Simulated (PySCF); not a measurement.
Simulated outer-valence photoelectron spectrum of `N#CC(F)(F)C#N`. The calculation used EOM-IP-CCSD/aug-cc-pVDZ in PySCF, restricted Hartree–Fock reference, frozen core, non-relativistic, gas phase, PBE0-D3(BJ)/def2-SVP geometry.

Each root has a Gaussian of 0.8 eV full width with its one-hole share as area; cross sections and vibrations are left out, and the highest printed point is 100.

ionisation energy (eV), intensity and a bar:
```
     12.9          0 
     13.0          0 
     13.1          0 
     13.2          1 
     13.3          2 #
     13.4          4 #
     13.5          7 ##
     13.6         13 ####
     13.7         20 ######
     13.8         31 #########
     13.9         43 #############
     14.0         57 #################
     14.1         72 ######################
     14.2         85 ##########################
     14.3         95 ############################
     14.4        100 ##############################
     14.5        100 ##############################
     14.6         94 ############################
     14.7         85 #########################
     14.8         73 ######################
     14.9         61 ##################
     15.0         49 ###############
     15.1         37 ###########
     15.2         28 ########
     15.3         20 ######
     15.4         14 ####
     15.5         11 ###
     15.6          9 ###
     15.7         10 ###
     15.8         12 ####
     15.9         16 #####
     16.0         21 ######
     16.1         25 ########
     16.2         29 #########
     16.3         32 ##########
     16.4         34 ##########
     16.5         34 ##########
     16.6         32 ##########
     16.7         29 #########
     16.8         25 ########
     16.9         21 ######
     17.0         16 #####
     17.1         11 ###
     17.2          7 ##
     17.3          4 #
     17.4          2 #
     17.5          1 
     17.6          1 
     17.7          0 
     17.8          0
```

Problem. Where are the maxima, and how many lines lie under the curve?

Solution. 2 maxima, at 14.4 and 16.5 eV, from 8 lines. At this width some lines have no maximum of their own.

Problem. List the lines with their holes.

Solution. 
```csv
E (eV),leading hole (HF orbital),area,Koopmans (eV)
14.07,HOMO,0.95,14.22
14.35,HOMO-1,0.96,14.47
14.37,HOMO-4,0.94,16.65
14.53,HOMO-5,0.93,17.04
14.60,HOMO-2,0.96,14.76
14.99,HOMO-3,0.95,15.01
16.21,HOMO-6,0.94,18.88
16.69,HOMO-7,0.95,19.43
```

The widest gap, 1.22 eV, lies between 14.99 and 16.21 eV. Only orbitals with −ε under 21 eV, eight at most, were ionised, so the high end of the curve may lack lines.

Hardware: one thread, Arm Neoverse V2 (aarch64), shared host with 32 logical CPUs at a one-minute load of 20. Cost: 10 min, 3.0 GiB resident at most.
